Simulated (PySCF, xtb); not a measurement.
C4H6OSe, SMILES O=C1CC[C@@H]1[SeH]. The values are those of a single conformer.

Harmonic wavenumbers (cm⁻¹) from GFN2-xTB (xtb 6.7.1) at its own minimum, in rising order: 62, 116, 143, 242, 391, 510, 546, 690, 722, 771, 896, 972, 988, 1023, 1048, 1073, 1094, 1157, 1184, 1207, 1241, 1415, 1469, 1845, 2067, 2943, 3001, 3012, 3020, 3025.

Question: What does B3LYP-D3(BJ)/def2-SVP (PySCF) give at its own minimum? (The exact figures need the calculation; the answer reports its results.)

Answer: 54, 133, 191, 254, 418, 497, 570, 685, 719, 788, 868, 941, 973, 1008, 1075, 1093, 1137, 1195, 1213, 1240, 1271, 1405, 1462, 1909, 2404, 3065, 3080, 3103, 3123, 3140. Paired by order, the mean absolute difference is 47 cm⁻¹ and the zero-point energies are 54.1 and 55.8 kcal/mol.
